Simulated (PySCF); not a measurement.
A calculated (UHF, PySCF 2.14, cc-pVDZ, no relativity, point nucleus) atom or ion has these occupied shells.

```tsv
shell	electrons	orbital energy (eV)	rms radius, mean of both spins (bohr)
1s	2	-128.77	0.483
2s	2	-8.409	2.89
```

Q: Name the element and its charge.

A: Be (beryllium, neutral), in [He] 2s2, closed-shell 1S.
